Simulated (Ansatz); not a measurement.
The cluster Ti₄Si, relaxed as a singlet with RKS PBE-D4/def2-SVP in Ansatz, starting from the GFN1-xTB geometry. Force threshold 0.02 eV/Å.

The structure comes from a short search, and lower isomers may exist.

Start:

```xyz
5

Ti    0.283   -1.935   -0.583
Ti    0.482    0.766   -0.085
Ti    1.093    2.831   -1.356
Ti   -1.903   -0.627    0.158
Si    0.046   -1.036    1.866
```

| step | energy (eV) | largest force component (eV/Å) | SCF passes |
| --- | --- | --- | --- |
| 1 | -100287.8577 | 1.750 | 175 |
| 2 | -100288.6907 | 1.329 | 89 |
| 3 | -100289.1337 | 1.462 | 81 |
| 4 | -100289.5711 | 1.471 | 69 |
| 5 | -100289.9879 | 0.854 | 71 |
| 6 | -100290.3296 | 0.606 | 71 |
| 7 | -100290.5371 | 0.421 | 80 |
| 8 | -100290.9030 | 1.823 | 106 |
| 9 | -100291.5914 | 2.267 | 73 |
| 10 | -100292.0660 | 0.792 | 53 |
| 11 | -100292.1147 | 0.275 | 40 |
| 12 | -100292.1215 | 0.034 | 32 |
| 13 | -100292.1219 | 0.024 | 34 |
| 14 | -100292.1226 | 0.025 | 54 |
| 15 | -100292.1227 | 0.018 | 42 |

Force components are those of the run's own axes.

End:

```xyz
5

Ti    0.390   -1.181   -0.806
Ti    0.882    0.928    0.695
Ti    0.291    1.357   -1.459
Ti   -1.482    0.030   -0.047
Si   -0.081   -1.134    1.617
```

Bonds formed: Ti1–Ti3, Ti3–Ti4 (atoms count from 1). The end is the same structure that another start reached, the lowest one found.

No frequencies were taken in this run, so the end may be a saddle point.

Run time 52 s (4 threads of Arm Neoverse V2 on a shared host).
